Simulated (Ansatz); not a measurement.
Geometry optimisation, RKS PBE0/def2-SVP (Ansatz).

Input:

```yaml
crystal:
  periodic: [false, false, false]
  atoms:
    - { symbol: Sn, position_ang: [0.0, 0.0, 0.0] }
    - { symbol: H, position_ang: [1.2376, 0.0, 1.4939] }
    - { symbol: H, position_ang: [1.8209, 0.0, 0.6694] }
    - { symbol: H, position_ang: [-0.8195, 1.4198, -0.5794] }
    - { symbol: H, position_ang: [-0.8195, -1.4198, -0.5794] }
basis:
  gaussian: { orbitals: def2-SVP }
hamiltonian:
  xc: pbe0
relax:
  f_tol: 0.15
  max_steps: 25
  restrain:
    - { distance: [1, 2], at: 1.86, k: 30.0 }
    - { distance: [0, 1], at: 1.74, k: 30.0 }
    - { distance: [0, 2], at: 1.74, k: 30.0 }
```

Run as:

```bash
$ ansatz run input.yaml --threads 1 --pin off --max-ram 2048MiB --backend cpu --events-out ev --progress --plain --runs-dir out
```

Q: Where does it end, and by what steps?

A: The run converged. The restraints hold the end off the free minimum; the threshold counts their pulls, which the force column leaves out. Restrained pairs: H2–H3 (1.01 → 1.92 Å), Sn1–H2 (1.94 → 1.72 Å), Sn1–H3 (1.94 → 1.72 Å). After 4 steps the energy has fallen by 2.672 eV (the restraints' own energy left out); H3 moved furthest, 0.55 Å.

| step | energy less start (eV) | largest force component (eV/Å) | accepted |
| --- | --- | --- | --- |
| 0 | 0.0000 | 1.721 | yes |
| 1 | -0.8778 | 2.415 | yes |
| 2 | -1.9284 | 2.055 | yes |
| 3 | -2.6120 | 1.566 | yes |
| 4 | -2.6722 | 1.541 | yes |

```xyz
5
Properties=species:S:1:pos:R:3
Sn 0.116 0.000 0.082
H 0.721 0.000 1.688
H 1.831 0.000 0.118
H -0.625 1.422 -0.442
H -0.625 -1.422 -0.442
```

Time of the run: 4.2 s on 1 thread of Intel(R) Xeon(R) 6975P-C (Granite Rapids) (shared host), peak memory 0.11 GiB.
